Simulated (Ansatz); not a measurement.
SiPt₃. Charge 0, multiplicity 3. Geometry PBE0-D4/def2-SVP; atoms count from 1.

```xyz
4

Pt    0.759    0.869   -1.042
Pt   -0.556   -1.239   -0.757
Pt   -1.082    0.792    0.866
Si    0.879   -0.422    0.934
```

In the def2 sets Pt takes a core potential; there is no spin–orbit coupling. At PBE0-D4/def2-TZVP a broken-symmetry singlet of charge 0 lies 0.12 eV below the triplet, each at its own geometry. The structure comes from a short search, and lower isomers may exist.

Q: Estimate the Mulliken populations from the PBE0/def2-TZVP orbitals of Ansatz.

A: 
| atom | charge (e) | spin (α − β) | d electrons |
| --- | --- | --- | --- |
| Pt1 | 0.11 | 0.50 | 8.92 |
| Pt2 | 0.11 | 0.50 | 8.92 |
| Pt3 | -0.01 | 0.96 | 8.83 |
| Si4 | -0.22 | 0.04 | – |
Mulliken values depend strongly on the basis.

Q: Where does the spin sit?

A: Summed by element: Pt 1.96, Si 0.04, of 2 unpaired in all. Largest on single atoms: Pt3 0.96, Pt1 0.50, Pt2 0.50.

Q: And the Mayer bond orders between heavy atoms (over 0.3)?

A: Pt1–Pt2 0.88 (2.50 Å); Pt1–Pt3 0.60 (2.65 Å); Pt1–Si4 0.97 (2.36 Å); Pt2–Pt3 0.60 (2.65 Å); Pt2–Si4 0.97 (2.36 Å); Pt3–Si4 1.18 (2.31 Å).
